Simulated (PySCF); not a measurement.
Computed IR spectrum (relative IR intensity) of a molecule C₂H₅FOSi. The structure is a stationary point at PBE-D3(BJ)/def2-SVP. The values are those of a single conformer. All values below come from PySCF with PBE-D3(BJ)/def2-SVP. Frequencies are harmonic and unscaled.

Lines under 2 % of the strongest are left out, and lines within 2 cm⁻¹ are merged.

| ν (cm⁻¹) | relative intensity |
|---|---|
| 213 | 4.0 |
| 299 | 10 |
| 329 | 37 |
| 401 | 4.8 |
| 520 | 19 |
| 649 | 8.0 |
| 758 | 8.9 |
| 804 | 8.8 |
| 850 | 100 |
| 876 | 54 |
| 921 | 45 |
| 963 | 8.5 |
| 976 | 13 |
| 1009 | 5.3 |
| 1368 | 6.2 |
| 1618 | 4.6 |
| 2233 | 46 |
| 3052 | 4.3 |
| 3759 | 26 |

Which structure fits?
A) C=C(F)[SiH2]O
B) C=C[SiH](O)F
C) F/C=C/O[SiH3]
D) F[SiH]1COC1

B, C=C[SiH](O)F
